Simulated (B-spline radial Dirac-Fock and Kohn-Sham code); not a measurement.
## How the levels of hafnium move as electrons are removed

Calculated with an atomic code on a B-spline grid, using ΔSCF Dirac-Fock with Breit, self-energy and vacuum polarisation, finite nucleus, configuration average. Each ion is free and in its tabulated ground configuration. Correlation energy is missing from these numbers.

Reference: Hf, [Xe] 4f14 5d2 6s2, with 3s 2612.1 eV, 3p3/2 2119.1 eV, 4s 548.9 eV, 4p1/2 451.2 eV, 4f5/2 22.32 eV, Kα1 (K-L3) 55779.8 eV, Kβ1 (K-M3) 63227.5 eV, Lα1 (L3-M5) 7898.4 eV. Shifts from it, in eV (a dash: the subshell is empty, belongs to an open shell averaged over j, or its hole state is left out as unreliable):

```tsv
ion	configuration	3s	3p3/2	4s	4p1/2	4f5/2	Kα1	Kβ1	Lα1
Hf⁺	[Xe] 4f14 5d1 6s2	+10.8	+10.8	+10.8	+10.8	+10.8	-0.09	-0.02	+0.07
Hf²⁺	[Xe] 4f14 5d2	+16.4	+16.5	+16.4	+16.5	+16.4	+0.10	+0.16	+0.04
Hf³⁺	[Xe] 4f14 5d1	?	?	?	?	?	?	?	?
Hf⁴⁺	[Xe] 4f14	+44.4	+44.5	+44.3	+44.3	+44.1	-0.02	+0.32	+0.33
Hf⁵⁺	[Xe] 4f13	+72.9	+72.9	+71.5	+71.4	–	-0.96	-1.81	-0.69
```

Problem. Give the missing shifts for Hf³⁺.

Solution. 3s +29.7, 3p3/2 +29.8, 4s +29.7, 4p1/2 +29.7, 4f5/2 +29.6, Kα1 +0.04, Kβ1 +0.21, Lα1 +0.16 (eV).

Over this range M1 (3s) moves by +72.9 eV and Kα1 by -1.0 eV: a line is a difference of two levels that shift in the same direction.
